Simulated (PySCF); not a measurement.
# Working with the constants of GeN⁻

RHF-CCSD(T) constants of GeN⁻, ¹Σ⁺ (singlet), closed shell (PySCF, no relativity, basis sets Ge aug-pcseg-1, N aug-pcseg-1; masses 73.9212 and 14.0031 u):

* ωe: 869.8 cm⁻¹
* ωexe: 4.52 cm⁻¹
* Be: 0.48206 cm⁻¹
* αe: 0.00345 cm⁻¹
* D (centrifugal): 5.92e-07 cm⁻¹
* De to Ge⁻ + N: 4.53 eV

(1) Give the band origin of the fundamental and the first lines of its P and R branches.

(2) Near which J would the R branch turn back, without centrifugal distortion?

Correlated steps freeze 10 core orbitals. Correlated levels converge slowly with the basis: in double zeta they bind strong bonds too weakly, by up to about 1 eV, and carry superposition errors of some tenths. For an ion De counts to the pair picked by the measured ionisation energies or electron affinities, which need not be the lowest pair at this level. Where the molecule has an RHF reference, its open-shell atoms are computed with UHF. The CCSD T1 diagnostic is raised, a sign that a single reference may not be enough here.

Answers

(1) ν0 = ωe − 2ωexe = 860.8 cm⁻¹, B0 = 0.48034, B1 = 0.47689 cm⁻¹.

```
J″  P(J″) − ν0  R(J″) − ν0
 0                   0.954
 1      -0.961       1.901
 2      -1.928       2.841
 3      -2.903       3.774
 4      -3.884       4.700
 5      -4.872       5.619
 6      -5.867       6.531
```

(2) At J ≈ (B0 + B1)/(2(B0 − B1)) − 1 ≈ 140.
